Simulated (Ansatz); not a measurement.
Molecule: CH$_{7}$Si$_{2}$, charge 0, multiplicity 2. It need not be the lowest isomer of its formula. 
Geometry from a B3LYP-D3(BJ)/def2-TZVP (Ansatz, an electronic-structure program) optimisation:
SMILES: [SiH](C)[SiH3]
```xyz
10

C     -2.0517    -0.2524     0.1886
Si    -0.4879     0.7121    -0.2432
Si     1.4933    -0.4883     0.0474
H     -2.0820    -0.4757     1.2587
H     -2.9448     0.3228    -0.0606
H     -2.0900    -1.1966    -0.3563
H     -0.4643     2.0140     0.4801
H      2.6492     0.3457    -0.3618
H      1.7089    -0.9257     1.4534
H      1.4571    -1.7036    -0.8036
```
Charge 0, spin multiplicity 2.

Basis-set convergence of Hartree-Fock and CCSD(T) correlation energies (hartree) with Ansatz. Cores are frozen in the correlated levels unless marked. UHF or UKS for open shells. No spin-orbit coupling. Non-relativistic.

| basis | functions | E(HF) | E(corr, CCSD(T)) |
|---|---|---|---|
| cc-pV(D+d)Z | 95 | -619.78185 | -0.40628 |
| cc-pV(T+d)Z | 206 | -619.81860 | -0.48677 |
| cc-pV(Q+d)Z | 393 | -619.82770 | -0.51130 |

Extrapolating the two largest sets (X = 3 and 4) as X^-3: E(corr) = (64·(-0.51130) - 27·(-0.48677))/37 = -0.5292 Eh, an estimate of the basis-set limit. The largest set recovers 96.6 % of it, the smallest 76.8 %.
